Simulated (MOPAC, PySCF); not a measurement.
C₃H₈Si, SMILES `C/C=[SiH]/C`, neutral singlet in the gas phase. 

Cartesian coordinates (Å):
SMILES: C/C=[SiH]/C
```xyz
12

C      2.1976    -0.0672     0.0616
C      0.7349    -0.3752     0.1253
Si    -0.5257     0.4310    -0.6944
C     -2.3251    -0.0247    -0.5542
H      2.7728    -0.9253    -0.3041
H      2.5989     0.1807     1.0508
H      2.4118     0.7761    -0.5992
H      0.4541    -1.2081     0.7680
H     -0.2265     1.5754    -1.5899
H     -2.9136     0.8100    -0.1663
H     -2.7386    -0.2997    -1.5273
H     -2.4405    -0.8730     0.1227
```
Charge 0, spin multiplicity 1.

All levels are single points at this geometry (PBE0-D3(BJ)/def2-TZVP); Pople sets use spherical d functions. Orbital energies aren't observables, and empty levels follow the basis.

B3LYP/LANL2DZ in PySCF gives HOMO (eV) = -5.62.

Question: Estimate the HOMO (eV) from each of these levels: PBE0-D3(BJ)/def2-TZVP in PySCF; BP86/6-31G* in PySCF; M06-2X/6-31G* in PySCF; SVWN5/6-31G* in PySCF; HF/3-21G in PySCF; HF/STO-3G in PySCF; AM1 in MOPAC; PM3 in MOPAC.

Answer: 
```json
[
 {"level": "PBE0-D3(BJ)/def2-TZVP in PySCF", "HOMO (eV)": "-5.80"},
 {"level": "BP86/6-31G* in PySCF", "HOMO (eV)": "-4.78"},
 {"level": "M06-2X/6-31G* in PySCF", "HOMO (eV)": "-6.69"},
 {"level": "SVWN5/6-31G* in PySCF", "HOMO (eV)": "-4.77"},
 {"level": "HF/3-21G in PySCF", "HOMO (eV)": "-7.74"},
 {"level": "HF/STO-3G in PySCF", "HOMO (eV)": "-5.16"},
 {"level": "AM1 in MOPAC", "HOMO (eV)": "-8.55"},
 {"level": "PM3 in MOPAC", "HOMO (eV)": "-8.06"}
]
```
